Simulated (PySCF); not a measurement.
## Adding and removing an electron: SeCl

PBE; PySCF, no relativity, basis sets Se 6-31G(d,p), Cl 6-31G(d,p). Neutral (UKS): doublet (π ↑), Re = 2.165 Å, ωe = 428 cm⁻¹, De = 2.96 eV, HOMO -5.60 eV, LUMO -5.54 eV.

SeCl⁺ (UKS): triplet (π ↑↑), Re = 2.071 Å, ωe = 500 cm⁻¹, De = 3.45 eV to Se⁺ + Cl. The energies at the minima are -2860.86032 hartree for SeCl and -2860.52465 for SeCl⁺.

Question: Work out the adiabatic ionisation energy, without and with harmonic zero-point energies (1 hartree = 27.2114 eV, 1 eV = 8065.5 cm⁻¹), and the change of the bond length.

Answer: At PBE: 0.33567 hartree = 9.134 eV between the minima; the zero-point term (500.0 − 428.0)/2 cm⁻¹ = +0.004 eV makes it 9.139 eV. Re changes by -9.4 pm against the neutral. The electron leaves a π orbital, and the shorter bond of the ion fits an antibonding orbital, or a change in how ionic the bond is.

Spin–orbit coupling is left out. For an ion De counts to the pair picked by the measured ionisation energies or electron affinities, which need not be the lowest pair at this level. States were picked by a PBE0 search and need not be the measured ground states.
